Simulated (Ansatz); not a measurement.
Geometry optimisation of CuSi₄⁺.

```yaml
crystal:
  periodic: [false, false, false]
  atoms:
    - {symbol: Cu, position_ang: [0.536770, -1.354520, -0.777320]}
    - {symbol: Si, position_ang: [0.094090, 1.116610, -0.891840]}
    - {symbol: Si, position_ang: [1.745380, 0.501530, 0.728940]}
    - {symbol: Si, position_ang: [-0.389280, -0.352880, 1.326420]}
    - {symbol: Si, position_ang: [-1.986960, 0.089250, -0.386200]}
basis:
  gaussian: {orbitals: def2-SVP}
total_charge: 1
hamiltonian: {xc: pbe, dispersion: d4}
scf: {lower_state_search: "off"}
output: {orbitals: {seedname: orbitals}}
relax: {f_tol: 0.02, max_steps: 100}
```

```sh
$ ansatz run in.yaml --threads 4 --pin off --events-out ev --progress --plain --max-ram 4787MiB
```

It prints (some lines left out):

```
Functional definition: PBE
mean field -76103.54152965 eV, -2796.7535663814 hartree, gradient 1.3e-6 eV, S^2 0.000000; 0 other end points of the search recorded, 0 dependent functions left out
relax step   1: F+E_penalty+E_count = -76103.89998453 eV  Δ(F+E_penalty+E_count) = +0.000e0 eV  max|allowed force component| = 7.154e-1 eV/Å  Δτ_max = 0.0000 Å  (25 SCF iters, accepted)
mean field -76103.68772643 eV, -2796.7589390139 hartree, gradient 2.1e-6 eV, S^2 0.000000; 0 other end points of the search recorded, 0 dependent functions left out
relax step   2: F+E_penalty+E_count = -76104.01649690 eV  Δ(F+E_penalty+E_count) = -1.165e-1 eV  max|allowed force component| = 5.423e-1 eV/Å  Δτ_max = 0.1390 Å  (28 SCF iters, accepted)
mean field -76103.75902705 eV, -2796.7615592634 hartree, gradient 2.0e-6 eV, S^2 0.000000; 0 other end points of the search recorded, 0 dependent functions left out
relax step   3: F+E_penalty+E_count = -76104.09062218 eV  Δ(F+E_penalty+E_count) = -7.413e-2 eV  max|allowed force component| = 4.262e-1 eV/Å  Δτ_max = 0.0814 Å  (25 SCF iters, accepted)
mean field -76103.90909269 eV, -2796.7670740740 hartree, gradient 2.6e-6 eV, S^2 0.000000; 0 other end points of the search recorded, 0 dependent functions left out
relax step   4: F+E_penalty+E_count = -76104.25775349 eV  Δ(F+E_penalty+E_count) = -1.671e-1 eV  max|allowed force component| = 5.406e-1 eV/Å  Δτ_max = 0.1953 Å  (28 SCF iters, accepted)
mean field -76103.84865687 eV, -2796.7648530985 hartree, gradient 2.4e-6 eV, S^2 0.000000; 0 other end points of the search recorded, 0 dependent functions left out
relax step   5: F+E_penalty+E_count = -76104.22856358 eV  Δ(F+E_penalty+E_count) = +2.919e-2 eV  max|allowed force component| = 6.237e-1 eV/Å  Δτ_max = 0.1949 Å  (29 SCF iters, rejected (line search))
mean field -76103.93855419 eV, -2796.7681567642 hartree, gradient 8.2e-7 eV, S^2 0.000000; 0 other end points of the search recorded, 0 dependent functions left out
relax step   6: F+E_penalty+E_count = -76104.29562483 eV  Δ(F+E_penalty+E_count) = -3.787e-2 eV  max|allowed force component| = 1.986e-1 eV/Å  Δτ_max = 0.0865 Å  (23 SCF iters, accepted)
mean field -76103.92111055 eV, -2796.7675157222 hartree, gradient 2.7e-6 eV, S^2 0.000000; 0 other end points of the search recorded, 0 dependent functions left out
relax step   7: F+E_penalty+E_count = -76104.29145853 eV  Δ(F+E_penalty+E_count) = +4.166e-3 eV  max|allowed force component| = 2.342e-1 eV/Å  Δτ_max = 0.0440 Å  (22 SCF iters, rejected (line search))
mean field -76103.93827389 eV, -2796.7681464634 hartree, gradient 1.7e-6 eV, S^2 0.000000; 0 other end points of the search recorded, 0 dependent functions left out
relax step   8: F+E_penalty+E_count = -76104.30069869 eV  Δ(F+E_penalty+E_count) = -5.074e-3 eV  max|allowed force component| = 5.979e-2 eV/Å  Δτ_max = 0.0220 Å  (24 SCF iters, accepted)
mean field -76103.94150828 eV, -2796.7682653248 hartree, gradient 2.2e-6 eV, S^2 0.000000; 0 other end points of the search recorded, 0 dependent functions left out
relax step   9: F+E_penalty+E_count = -76104.30115597 eV  Δ(F+E_penalty+E_count) = -4.573e-4 eV  max|allowed force component| = 1.819e-2 eV/Å  Δτ_max = 0.0064 Å  (24 SCF iters, accepted)
Total energy: -76104.30120300 eV, -2796.7814838622 hartree
Atom 0 at     0.411581    -1.294165    -0.765101 Å, force     0.003463    -0.002177    -0.001036 eV/Å
Atom 1 at     0.047505     1.307875    -0.713502 Å, force     0.005033     0.007847    -0.018192 eV/Å
Atom 2 at     1.743968     0.283633     0.577200 Å, force    -0.001573     0.003301     0.002040 eV/Å
Atom 3 at    -0.429454    -0.108698     1.422767 Å, force    -0.002504    -0.013675     0.014739 eV/Å
Atom 4 at    -1.773599    -0.188654    -0.521365 Å, force    -0.004419     0.004705     0.002449 eV/Å
Dipole moment:    -0.001572     0.005630     0.003374 e Å
Checks for a lower state left out: stability, starts, cluster_reference, orbital_swaps, neighbouring_geometries, increment
```

Run time 8.5 s (4 threads of Arm Neoverse V2 on a shared host).

The restricted singlet is unstable towards broken spin symmetry in Hartree–Fock (as tested in another run); at PBE-D4/def2-SVP this wasn't settled. Another isomer (singlet) lies 0.30 eV lower at PBE0-D4/def2-TZVP; other spin states weren't run for this one.
